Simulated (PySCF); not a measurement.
CBr⁻ at M06-2X

Level: M06-2X. PySCF, spin-free X2C with a Gaussian nucleus, basis sets C aug-cc-pVDZ-DK, Br aug-cc-pVDZ-DK.

* state: ³Σ⁻ (triplet), unpaired electrons π ↑↑
* bond length: 2.082 Å
* harmonic wavenumber: 421 cm⁻¹
* force constant: 1.09 mdyn/Å
* rotational constant Be: 0.3735 cm⁻¹
* anharmonicity ωexe: 3.17 cm⁻¹
* vibration–rotation constant αe: 0.00422 cm⁻¹
* well depth De to C + Br⁻: 37.4 kcal/mol
* dissociation energy D0: 36.8 kcal/mol
* bond order (Mayer): 0.58
* dipole moment (positive dipole points towards Br; it is taken about the centre of mass and depends on that origin): 4.24 D

Spin–orbit coupling is left out. For an ion De counts to the pair picked by the measured ionisation energies or electron affinities, which need not be the lowest pair at this level. The state was picked by a PBE0 search and need not be the measured ground state.
